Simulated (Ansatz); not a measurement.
Wavefunction ladder for C2H7AlSi

```xyz
11

Si    0.831   -0.956    0.683
C     0.186    0.716    0.529
C    -1.275    0.754    0.037
Al   -0.061    0.252   -1.379
H     2.304   -1.107    0.733
H     0.179   -2.040    1.474
H     0.343   -1.455   -0.771
H     0.628    1.561    1.044
H    -2.002    0.105    0.522
H    -1.667    1.768   -0.048
H     0.535    0.401   -2.824
```

Charge 0, multiplicity 1. The bonds changed during the relaxation, so this is another structure than the one it started from. The structure was optimised at the PBE0-D4/def2-TZVP level. Frozen core, restricted reference, Ansatz 0.2.0. CBS rows extrapolate triple and quadruple zeta; past MP2 they add the triple-zeta difference.

```json
{"basis": "def2-SVP", "HF (Eh)": "-610.35609", "MP2 corr.": "-0.45495"}
{"basis": "def2-TZVPP", "HF (Eh)": "-610.63153", "MP2 corr.": "-0.55836"}
{"basis": "def2-QZVPP", "HF (Eh)": "-610.65138", "MP2 corr.": "-0.59452"}
```

Estimate the CCSD correlation energy and the (T) correction in each basis where they were run (hartree).


```csv
basis,CCSD corr.,(T)
def2-SVP,-0.50714,-0.01763
def2-TZVPP,-0.60452,-0.02645
CBS(def2),-0.66747,as TZ
```
